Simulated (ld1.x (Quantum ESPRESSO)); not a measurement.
## Varying the TM potential for ruthenium (Ru)

Base potential:

Ru, norm-conserving Troullier–Martins (Kleinman–Bylander form), made with ld1.x (Quantum ESPRESSO) 7.5 (PBEsol, fully relativistic). Core [Ar] 3d10, reference 4s2 4p6 4d7 5s1 5p0. Waves: 4p (bound): rc 1.20 bohr; 4d (bound): rc 1.50 bohr; 4s (bound): rc 1.20 bohr. Local part: the s channel. Core correction: a·sin(br)/r model core, default radius (core density twice the valence density).

Open shells are filled in proportion to 2j + 1 (rel_dist='average').

Occupied shells without a wave of their own: 5s. They enter only through the test configuration that unscreens the potential, and ld1.x also counts them in the model core charge.

All-electron outer shells of the reference configuration (PBEsol, scalar-relativistic, ld1.x):

```csv
shell,level (eV),outermost node (bohr),outermost maximum (bohr)
3p,-446.95,0.16,0.36
3d,-273.13,–,0.30
4s,-76.31,0.48,0.92
4p,-46.38,0.49,0.98
4d,-5.22,0.48,1.21
5s,-4.27,1.24,2.73
5p,-0.87,1.41,3.87
```

Cutoffs, loose and tight: the cutoffs (Ry, on a coarse ladder) from which the occupation-weighted sum of valence levels, in a spherical-Bessel basis at the reference potential, stays within 10 and 1 mRy of its value at 400 Ry. They do not see the model core or the augmentation charge, which bear on the density cutoff. Test errors are all-electron minus pseudo excitation energies from the reference, over the configurations 4s2 4p6 4d7 5s0 5p0; 4s2 4p6 4d6 5s0 5p0; 4s2 4p6 4d5 5s0 5p0; 4s1 4p6 4d7 5s1 5p0; 4s2 4p6 4d7.5 5s0.5 5p0; 4s2 4p6 4d8 5s0 5p0; 4s2 4p6 4d7 5s0.5 5p0. A dash means not determined; rows that change the core or the reference have their own tests.

With those shells counted twice in exchange and correlation these files are broken, and their errors move erratically; no question is asked of them.

Cutoffs are not given where the Bessel-basis levels miss the radial ones by over 6 mRy, ghosts where they miss by over 20 mRy; a channel whose overlap is not positive is not tested.

The default core radius of the base comes out at 0.66 bohr.

| change | outcome | cutoff, loose | cutoff, tight | bound ghosts | largest test error (meV) |
| --- | --- | --- | --- | --- | --- |
| base | generated | – | – | not determined | -872 |
| wave 4p (bound): rc 1.20 bohr becomes 4p (bound): rc 1.30 bohr | generated | – | – | not determined | -872 |
| type ultrasoft; waves now 4s (bound): rc 1.20 bohr; 5s (bound): rc 1.20 bohr; 4p (bound): rc 1.20 bohr; 5p (bound): rc 1.20 bohr; 4d (bound): rcut 1.30, rcutus 1.50 bohr; 4d channel at 0.2 Ry: rcut 1.30, rcutus 1.50 bohr; local potential all-electron potential smoothed inside 1.20 bohr (lloc = -1); augmentation built from norm-conserving waves at rcut, not smoothed further | failed: run_pseudo: Errors in PS-KS equation | – | – | – | – |
| functional PBE | generated | – | – | not determined | -720 |
| core correction a·sin(br)/r model core inside 0.68 bohr | generated | – | – | not determined | -872 |
| all radii but the core radius scaled by about 1.17 (s 1.40, p 1.40, d 1.76 bohr) | generated, misses its reference levels by 0.46 eV | – | – | not determined | -1696 |
| scalar-relativistic | generated | 120 Ry | 180 Ry | none | -879 |
| reference 4s2 4p6 4d6 5s0 5p0 | generated | – | – | not determined | +362 |
| wave 4d (bound): rc 1.50 bohr becomes 4d (bound): rc 1.68 bohr | generated | – | – | not determined | -873 |
| local potential the d channel | generated, misses its reference levels by 0.20 eV | – | – | none | -541 |
| all radii but the core radius scaled by about 0.85 (s 1.02, p 1.02, d 1.28 bohr) | generated | – | – | not determined | -635 |
| local potential all-electron potential smoothed inside 1.05 bohr (lloc = -2) | generated, misses its reference levels by 0.22 eV | – | – | not determined | -1091 |
| local potential the p channel | generated, misses its reference levels by 2.30 eV | – | – | not determined | -641 |
